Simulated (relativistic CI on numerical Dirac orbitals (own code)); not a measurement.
**Calculated levels, Ti VII**

Method of calculation: Dirac-Coulomb-Breit CI, orbitals from a KLI potential per configuration, QED by a radiative potential, valence Slater integrals scaled by 0.9, configuration energies shifted to the measured levels that pair with them (semi-empirical) (own radial code, finite nucleus).

Configuration list (outside the closed core [Ne]): 3s2 3p4, 3s 3p5, 3s2 3p3 3d, 3s2 3p3 4s, 3s2 3p3 4d, 3p6, 3s2 3p2 3d2, 3s 3p4 3d, 3p4 3d2, 3p5 3d, 3s 3p3 3d2, 3s2 3p3 4p, 3s2 3p3 4f, 3s 3p4 4s, 3s2 3p3 5s, 3s2 3p3 5p, 3s 3p4 4p, 3s2 3p3 5d, 3s2 3p2 3d 4s, 3s2 3p3 5f, 3s2 3p3 5g, 3s 3p4 4d, 3s2 3p2 3d 4p, 3s 3p4 4f, 3s 3p4 5s, 3s 3p4 5p, 3p5 4s, 3s 3p4 5d, 3s 3p3 3d 4s, 3s 3p4 5f. Levels of other configurations are missing.

The lowest level is 3s2 3p4 3P_2, with 95 % of that term; Hund's rules for 3s2 3p4 give 3P with J = 2, in agreement.

```
No.       Configuration  Term  J  E (cm⁻¹)   %  Landé g         jj configuration (%)
  1             3s2 3p4    3P  2         0  95    1.493                 3p3/2^2 (75)
  2             3s2 3p4    3P  1      4510  97    1.501           3p1/2 3p3/2^3 (97)
  3             3s2 3p4    3P  0      5834  95                          3p3/2^4 (53)
  4             3s2 3p4    1D  2     23860  95    1.007           3p1/2 3p3/2^3 (75)
  5             3s2 3p4    1S  0     52926  93                          3p3/2^2 (52)
  6              3s 3p5   3P°  2    196279  80    1.501              3s 3p3/2^3 (80)
  7              3s 3p5   3P°  1    200054  79    1.499        3s 3p1/2 3p3/2^4 (49)
  8              3s 3p5   3P°  0    202184  79                 3s 3p1/2 3p3/2^4 (79)
  9              3s 3p5   1P°  1    250542  55    1.001              3s 3p3/2^3 (33)
 10         3p3(4S°) 3d   5D°  0    263098  97              3p1/2 3p3/2^2 3d3/2 (52)
 11         3p3(4S°) 3d   5D°  1    263140  97    1.499     3p1/2 3p3/2^2 3d3/2 (50)
 12         3p3(4S°) 3d   5D°  2    263212  97    1.499     3p1/2 3p3/2^2 3d3/2 (38)
 13         3p3(4S°) 3d   5D°  3    263324  97    1.499     3p1/2 3p3/2^2 3d5/2 (29)
 14         3p3(4S°) 3d   5D°  4    263534  97    1.499     3p1/2 3p3/2^2 3d5/2 (54)
 15         3p3(2D°) 3d   3D°  2    283295  94    1.156             3p3/2 3d5/2 (32)
 16         3p3(2D°) 3d   3D°  3    283515  96    1.331     3p1/2 3p3/2^2 3d5/2 (64)
 17         3p3(2D°) 3d   3D°  1    284066  97    0.500     3p1/2 3p3/2^2 3d5/2 (48)
 18         3p3(2D°) 3d   1S°  0    291086  97              3p1/2 3p3/2^2 3d5/2 (56)
 19         3p3(2D°) 3d   3F°  2    292029  95    0.679     3p1/2 3p3/2^2 3d3/2 (55)
 20         3p3(2D°) 3d   3F°  3    293340  96    1.086     3p1/2 3p3/2^2 3d3/2 (49)
 21         3p3(2D°) 3d   3F°  4    294959  97    1.249     3p1/2 3p3/2^2 3d5/2 (70)
 22         3p3(2D°) 3d   3G°  3    310734  96    0.755     3p1/2 3p3/2^2 3d3/2 (40)
 23         3p3(2D°) 3d   3G°  4    311090  96    1.054     3p1/2 3p3/2^2 3d3/2 (43)
 24         3p3(2D°) 3d   3G°  5    311626  98    1.200     3p1/2 3p3/2^2 3d5/2 (98)
 25         3p3(2D°) 3d   1G°  4    317633  95    1.006     3p1/2 3p3/2^2 3d3/2 (44)
 26         3p3(2P°) 3d   1D°  2    322084  95    1.001     3p1/2 3p3/2^2 3d3/2 (26)
 27         3p3(2P°) 3d   3D°  1    334711  97    0.502             3p3/2 3d3/2 (38)
 28         3p3(2P°) 3d   3P°  0    334829  96                      3p3/2 3d3/2 (57)
 29         3p3(2P°) 3d   3F°  4    335783  93    1.242           3p3/2^3 3d5/2 (48)
 30         3p3(2P°) 3d   3F°  3    336066  95    1.083     3p1/2 3p3/2^2 3d5/2 (42)
 31         3p3(2P°) 3d   3P°  1    336140  96    1.497             3p3/2 3d5/2 (29)
 32         3p3(2P°) 3d   3F°  2    336528  66    0.824     3p1/2 3p3/2^2 3d3/2 (58)
 33         3p3(2P°) 3d   3D°  2    337567  66    1.014           3p3/2^3 3d3/2 (28)
 34         3p3(2P°) 3d   3P°  2    339578  95    1.492     3p1/2 3p3/2^2 3d5/2 (45)
 35         3p3(2P°) 3d   3D°  3    340636  94    1.326           3p3/2^3 3d5/2 (43)
 36         3p3(2P°) 3d   1F°  3    361904  95    1.004     3p1/2 3p3/2^2 3d5/2 (34)
 37         3p3(2D°) 3d   3P°  2    373925  79    1.499     3p1/2 3p3/2^2 3d5/2 (40)
 38         3p3(2D°) 3d   1P°  1    373973  40    1.144     3p1/2 3p3/2^2 3d3/2 (33)
 39         3p3(2D°) 3d   3P°  1    377219  38    1.518     3p1/2 3p3/2^2 3d3/2 (39)
 40         3p3(2D°) 3d   3P°  0    378507  79                    3p3/2^3 3d3/2 (40)
 41         3p3(2D°) 3d   3S°  1    379397  71    1.837     3p1/2 3p3/2^2 3d5/2 (36)
 42         3p3(4S°) 3d   3D°  3    393330  96    1.330             3p3/2 3d5/2 (44)
 43         3p3(4S°) 3d   3D°  2    396357  95    1.164     3p1/2 3p3/2^2 3d5/2 (49)
 44         3p3(4S°) 3d   3D°  1    398297  96    0.502           3p3/2^3 3d3/2 (27)
 45         3p3(2D°) 3d   1D°  2    410596  96    1.003     3p1/2 3p3/2^2 3d5/2 (46)
 46         3p3(2D°) 3d   1F°  3    420380  96    1.003     3p1/2 3p3/2^2 3d5/2 (45)
 47                3p6‡    1S  0    435906  54                           closed (54)
 48         3p3(2P°) 3d   1P°  1    443588  94    0.998           3p3/2^3 3d5/2 (32)
 49  3s 3p4(3P)<4P> 3d‡    5D  4    445523  90    1.500  3s 3p1/2 3p3/2^3 3d5/2 (44)
 50  3s 3p4(3P)<4P> 3d‡    5D  3    445852  90    1.500        3s 3p3/2^2 3d3/2 (26)
 51  3s 3p4(3P)<4P> 3d‡    5D  2    446280  90    1.500        3s 3p3/2^2 3d3/2 (34)
 52  3s 3p4(3P)<4P> 3d‡    5D  1    446663  90    1.500  3s 3p1/2 3p3/2^3 3d3/2 (47)
 53  3s 3p4(3P)<4P> 3d‡    5D  0    446887  90           3s 3p1/2 3p3/2^3 3d3/2 (70)
 54  3s 3p4(3P)<4P> 3d‡    5F  5    477816  93    1.400        3s 3p3/2^2 3d5/2 (67)
 55  3s 3p4(3P)<4P> 3d‡    5F  4    479341  92    1.350  3s 3p1/2 3p3/2^3 3d5/2 (46)
 56  3s 3p4(3P)<4P> 3d‡    5F  3    480470  92    1.250  3s 3p1/2 3p3/2^3 3d3/2 (39)
 57  3s 3p4(3P)<4P> 3d‡    5F  2    481264  92    1.000  3s 3p1/2 3p3/2^3 3d3/2 (47)
 58  3s 3p4(3P)<4P> 3d‡    5F  1    481769  92   -0.001  3s 3p1/2 3p3/2^3 3d3/2 (40)
 59  3s 3p4(3P)<4P> 3d‡    5P  1    482777  88    2.486        3s 3p3/2^2 3d3/2 (50)
 60  3s 3p4(3P)<4P> 3d‡    5P  2    483917  87    1.826        3s 3p3/2^2 3d3/2 (27)
 61  3s 3p4(3P)<4P> 3d‡    5P  3    485847  89    1.667  3s 3p1/2 3p3/2^3 3d5/2 (46)
 62  3s 3p4(1D)<2D> 3d‡    3P  0    490082  84                 3s 3p3/2^2 3d5/2 (51)
 63  3s 3p4(1D)<2D> 3d‡    3P  1    491246  82    1.514        3s 3p3/2^2 3d5/2 (35)
 64  3s 3p4(1D)<2D> 3d‡    3P  2    493586  81    1.507  3s 3p1/2 3p3/2^3 3d5/2 (54)
 65  3s 3p4(1D)<2D> 3d‡    3D  1    504593  84    0.500        3s 3p3/2^2 3d3/2 (29)
 66  3s 3p4(1D)<2D> 3d‡    3D  2    505672  83    1.163  3s 3p1/2 3p3/2^3 3d5/2 (31)
 67  3s 3p4(1D)<2D> 3d‡    3D  3    507181  78    1.314  3s 3p1/2 3p3/2^3 3d5/2 (52)
 68  3s 3p4(3P)<4P> 3d‡    3F  4    507508  87    1.248        3s 3p3/2^2 3d3/2 (34)
 69  3s 3p4(3P)<4P> 3d‡    3F  3    510359  80    1.101  3s 3p1/2 3p3/2^3 3d5/2 (29)
 70  3s 3p4(3P)<4P> 3d‡    3F  2    512112  86    0.671  3s 3p1/2 3p3/2^3 3d5/2 (40)
```

Energies count from the lowest computed level; ° marks odd parity. Percentages are summed over parent terms; the parents shown are those of the largest component, closed shells are left out there, and <> holds an intermediate term. Filled j subshells are mostly left out of the jj labels. ‡ marks configurations that were not tied to measured data.

The mean weight of the leading LS term, summed over parents, in these 70 levels is 88 %, and that of the leading jj configuration (from the same eigenvectors) 47 %, so LS coupling describes them better.

Configurations whose levels could be paired with our table of measured levels were shifted onto them, all but the ground configuration, by the median error of their levels; single terms can still be off by 1,000 to 2,000 cm⁻¹ or more, and rates follow the energies as ν³ (E1, M1) or ν⁵ (E2). The others borrow a shift and can be off by several thousand cm⁻¹ or more. 28 of the 39 excited levels that our extract of the measured tables holds in this range could be paired (the sources list more); they are missed by 1028 cm⁻¹ on average and 3177 at most, after the shifts were fitted to these levels, and levels without a partner can miss by more. Some levels of the ground configuration have no partner and can miss by 10 % or more.

Landé's interval rule says that E(J) − E(J−1) = AJ with one A. For the ground term the intervals give A = -1324.3, -2255.0 cm⁻¹ for J = 1, 2; the multiplet is inverted.

LS names give the leading component of a level, which can be under half, so a name can repeat, a term be missing and a line seem to break the LS rules.
